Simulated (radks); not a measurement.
Task: Coherent X-ray form factor from a spherical all-electron density. Method: Dirac Kohn-Sham, PBE, spin-unpolarised, spherical densities, point nucleus; computed with a radial shooting solver on a logarithmic mesh with Libxc functionals.

| sin(theta)/lambda (1/angstrom) | f0 (electrons) |
|---|---|
| 0.05 | 45.197 |
| 0.1 | 43.084 |
| 0.15 | 40.256 |
| 0.2 | 37.211 |
| 0.25 | 34.253 |
| 0.3 | 31.533 |
| 0.4 | 27.014 |
| 0.5 | 23.667 |
| 0.6 | 21.204 |
| 0.8 | 17.701 |
| 1 | 14.882 |
| 1.25 | 11.765 |
| 1.5 | 9.289 |
| 2 | 6.462 |

The species is in the configuration that NIST lists as its ground one. Which atom or ion scatters so?

Result: Neutral palladium, [Kr] 4d10. Extrapolating in s^2 from the first two rows gives f0(0) = 45.9, near the electron count 46; among species with that count, the fall with angle is slower the higher Z, and the table is that of Z = 46; from so few rows the species is fixed only to a neighbour or two.
